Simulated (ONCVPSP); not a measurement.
# Varying the ONCV potential for sulfur

Base potential:

sulfur, optimised norm-conserving Vanderbilt (ONCV), made with ONCVPSP 4.0.1 (LDA (Perdew-Zunger), scalar-relativistic). Core [He], reference 2s2 2p6 3s1 3p5. Waves: 2s+3s: rc 0.80 bohr, ncon 4, nbas 9, qcut 19.3 1/bohr, 2 projectors; 2p+3p: rc 0.65 bohr, ncon 3, nbas 7, qcut 17.3 1/bohr, 2 projectors. Local part: polynomial inside 0.45 bohr (lpopt 5, dvloc0 0 Ha). Core correction: none.

All-electron outer shells of the reference configuration (LDA (Perdew-Zunger), scalar-relativistic, ld1.x):

```tsv
shell	level (eV)	outermost node (bohr)	outermost maximum (bohr)
1s	-2398.61	–	0.06
2s	-212.18	0.13	0.39
2p	-157.88	–	0.33
3s	-17.96	0.60	1.40
3p	-7.65	0.58	1.59
```

Cutoffs, loose and tight: the cutoffs (Ha) at which the residual kinetic energy of the hardest occupied pseudo-wave falls to 1 and 0.1 mHa per electron. They do not see the model core or the augmentation charge, which bear on the density cutoff. Test errors are all-electron minus pseudo excitation energies from the reference, over the configurations 2s2 2p6 3s2 3p4; 2s2 2p6 3s2 3p3; 2s2 2p6 3s2 3p2; 2s2 2p6 3s1 3p4. A dash means not determined; rows that change the core or the reference have their own tests.

| change | outcome | cutoff, loose | cutoff, tight | bound ghosts | GHOST(+) flags above zero | largest test error (meV) |
| --- | --- | --- | --- | --- | --- | --- |
| base | generated | 140 Ha | 365 Ha | none | none | +9.0 |
| all radii scaled by about 0.80 (s 0.64, p 0.52 bohr); local potential polynomial inside 0.36 bohr (lpopt 5, dvloc0 0 Ha) | generated | – | – | none | none | +5.1 |
| all radii scaled by about 0.86 (s 0.68, p 0.56 bohr); local potential polynomial inside 0.38 bohr (lpopt 5, dvloc0 0 Ha) | generated | 350 Ha | 750 Ha | none | none | +7.1 |
| all radii scaled by about 1.05 (s 0.84, p 0.68 bohr); local potential polynomial inside 0.48 bohr (lpopt 5, dvloc0 0 Ha) | generated | 134 Ha | 194 Ha | none | none | +9.2 |
| all radii scaled by about 1.13 (s 0.90, p 0.74 bohr); local potential polynomial inside 0.50 bohr (lpopt 5, dvloc0 0 Ha) | generated | 127 Ha | 141 Ha | none | none | +9.1 |
| all radii scaled by about 1.20 (s 0.96, p 0.78 bohr); local potential polynomial inside 0.54 bohr (lpopt 5, dvloc0 0 Ha) | generated | 122 Ha | 136 Ha | none | none | +9.0 |
| all radii scaled by about 1.30 (s 1.04, p 0.84 bohr); local potential polynomial inside 0.58 bohr (lpopt 5, dvloc0 0 Ha) | generated | 116 Ha | 130 Ha | none | none | +8.1 |

Reading the sweep of the scale of all radii (base = 1) (base included, trends over the rows without a ghost): The loose cutoff falls from 350 Ha at 0.86 to 116 Ha at 1.3. A larger radius leaves more room for a smooth pseudo-wave, so fewer plane waves are needed; a smaller one forces it to follow the all-electron wave where it bends sharply. The median size of the test errors (rows with all tests solved) is not monotonic: lowest 1.2 meV at 0.8, highest 2.3 meV at 1.05.
